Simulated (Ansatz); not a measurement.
Molecule: CdI, net charge 0, doublet state. The spin state was set by rule; other spins were not relaxed. SMILES of the parent species: [Cd][I]
Coordinates optimised at B3LYP-D3(BJ)/def2-TZVP (Ansatz, a first-principles code):
```xyz
2

Cd     0.0000     0.0000    -1.4459
I      0.0000     0.0000     1.3095
```
Charge 0, spin multiplicity 2.

Computed values are from Ansatz. Cores are frozen in the correlated levels unless marked. Open shells are spin-unrestricted. No spin-orbit coupling. Frozen are the shells of the preceding noble gas and the d and f shells that filled before the atom's block. Past Kr the def2 sets carry scalar-relativistic core potentials. CBS(X,Y): correlation extrapolated as X^-3; Hartree-Fock from the larger set.

| Item | Value |
|---|---|
| atomisation energy De | 27.6 kcal/mol at CCSD(T)/CBS(def2-TZVPPD,def2-QZVPPD) |
| total energy | -464.2480 Eh at CCSD(T)/CBS(def2-TZVPPD,def2-QZVPPD) |
| dipole moment | 3.36 D at CCSD(T)/def2-SVPD |
| T1 diagnostic | 0.024 at CCSD/def2-QZVPPD |
